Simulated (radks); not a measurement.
Results of a calculation; reference values are marked as such.
Task: Zr2+, 38 electrons, occupied as [Kr] 4d1.5 4f0.5 (fractional occupations, a model configuration). Code: a radial shooting solver on a logarithmic mesh with Libxc functionals. Model: scalar-relativistic Kohn-Sham, LDA (Slater exchange, VWN5 correlation), spin-polarised, spherical densities, finite nucleus; open shells are filled with parallel spins first (spin-orbit coupling, left out, can overturn this in heavy ions); Fermi nuclear charge, rms radius 4.2694 fm. Some entries of the table are withheld. Estimate them.

orbital  occ.  eigenvalue (hartree)  r(max) (bohr)
1s down     1             -654.7670        0.02417
1s up       1             -654.7668        0.02417
2s up       1             -91.33116         0.1372
2s down     1             -91.32620         0.1371
2p up       3             -81.58501         0.1095
2p down     3             -81.58122         0.1095
3s up       1             -15.50977         0.4087
3s down     1             -15.50619         0.4087
3p up       3             -12.33512         0.4024
3p down     3             -12.33122         0.4025
3d up       5              -7.10666         0.3466
3d down     5              -7.10129         0.3466
4s up       1              -2.67929          1.075
4s down     1              -2.64859          1.073
4p up       3                   (1)          1.175
4p down     3                   (2)          1.171
4d up     1.5                   (3)          1.543
4d down     0                   (4)          1.532
4f up     0.5              -0.21454          5.114
4f down     0              -0.19584          5.529

Result: 
(1) 4p up eigenvalue (hartree): -1.86578
(2) 4p down eigenvalue (hartree): -1.83103
(3) 4d up eigenvalue (hartree): -0.76019
(4) 4d down eigenvalue (hartree): -0.71867
